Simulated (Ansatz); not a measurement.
Species: CaCl, charge 0, doublet. CaCl (SMILES [Ca][Cl], doublet).
B3LYP-D3(BJ)/def2-TZVP minimum from Ansatz (a quantum-chemistry and plane-wave program):
```
Ca
Cl 1 2.4444
```
Charge 0, spin multiplicity 2.

Wanted: atomisation energy (electronic, to ground-state atoms), in kJ/mol. Radicals and triplets start from unrestricted determinants; spin-orbit coupling is neglected. Correlated methods leave the cores frozen (noble-gas shells, and filled d and f shells in the p block). No relativity. CBS(X,Y): correlation extrapolated as X^-3, Hartree-Fock from the larger set. A bracket is a step between two methods taken in the basis named. Where a partner has so few electrons that a lower coupled-cluster level is exact, that level stands in. The restricted determinant of Ca ([Ca], singlet) is unstable towards broken spin symmetry in at least one set run. The spin of CaCl ([Cl][Ca], doublet) was assumed, and the state is the lowest solution found for it.

CCSD(T)/CBS(def2-TZVPP,def2-QZVPP) + [CCSDT(Q) - CCSD(T)]/def2-QZVPP + [CCSDTQ - CCSDT(Q)]/def2-SVP (Ansatz) gives 415.9 kJ/mol.

### Question
How far off this value is PBE/def2-TZVPD (Ansatz), in which direction, and how far these levels: r2SCAN/def2-TZVPD, B3LYP/def2-TZVPD, PBE0/def2-TZVPD, CCSD(T)/CBS(def2-TZVPP,def2-QZVPP)?

### Answer
PBE gives 427.6 kJ/mol, 11.7 kJ/mol above it. Differences of the others: r2SCAN/def2-TZVPD (Ansatz) 36.1; B3LYP/def2-TZVPD (Ansatz) -12.6; PBE0/def2-TZVPD (Ansatz) 4.8; CCSD(T)/CBS(def2-TZVPP,def2-QZVPP) (Ansatz) 0.0 kJ/mol.
